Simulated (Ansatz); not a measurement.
Job for Ansatz (a quantum-chemistry and plane-wave program): R-PBE/def2-TZVPP on Cl3FTi (SMILES [F][Ti]([Cl])([Cl])[Cl]).

Ansatz 0.2 input:
```yaml
crystal:
  periodic: [false, false, false]
  atoms:
    - {symbol: Ti, position_ang: [-0.01259878, 0.07057274, -0.03860451]}
    - {symbol: Cl, position_ang: [2.11920612, -0.19038626, 0.28936694]}
    - {symbol: Cl, position_ang: [-1.05266542, 0.10791854, 1.86852023]}
    - {symbol: Cl, position_ang: [-0.77457697, -1.55498777, -1.26220575]}
    - {symbol: F, position_ang: [-0.27936495, 1.56688275, -0.85707691]}
basis:
  gaussian:
    orbitals: def2-TZVPP
hamiltonian:
  xc: {name: PBE}
scf: {lower_state_search: off}
```

Task: Give the final energy of this run.

Result: -2329.4272 hartree.

Task: How many basis functions does it have, and what does it roughly cost on one machine?

Result: 221 functions; about 6 core-seconds (a rough figure).
